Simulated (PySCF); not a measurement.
Al(F)(OH)(SMe) (CH4AlFOS), SMILES C[S][Al]([OH])[F]. Heavy atoms are numbered as in [Al:1]([F:2])([OH:3])[S:5][CH3:6]. Hydrogens are named by the atom that carries them.

Geometry: B3LYP-D3(BJ)/def2-SVP. The structure was generated by enumeration; whether it is a known compound was not checked. Other conformers were not sampled.

Calculation: PBE/pcSseg-1 run with PySCF.

GIAO shieldings, no solvent; atoms alike by connectivity are averaged. δ = σ(ref) − σ: ¹⁹F against CFCl3 (σ = 133.6 ppm); ¹⁷O against H2O (σ = 334.3 ppm); ¹H against TMS (σ = 31.49 ppm); ³³S against H2S (σ = 706.5 ppm); ¹³C against TMS (σ = 182.0 ppm), references at their B3LYP-D3(BJ)/def2-TZVP geometries, non-relativistic.

| atoms | nucleus | count | δ (ppm) |
|---|---|---|---|
| F2 | ¹⁹F | 1 | -188.9 |
| O3 (OH) | ¹⁷O | 1 | ___ |
| H on C6 | ¹H | 3 | 2.57 |
| H on O3 | ¹H | 1 | 1.87 |
| S5 | ³³S | 1 | ___ |
| C6 (CH3) | ¹³C | 1 | ___ |

Complete the blanks. (An estimate is asked for; the answer gives what the named calculation found.)


- S5, δ (ppm): -5.0
- O3 (OH), δ (ppm): 26.4
- C6 (CH3), δ (ppm): 15.3
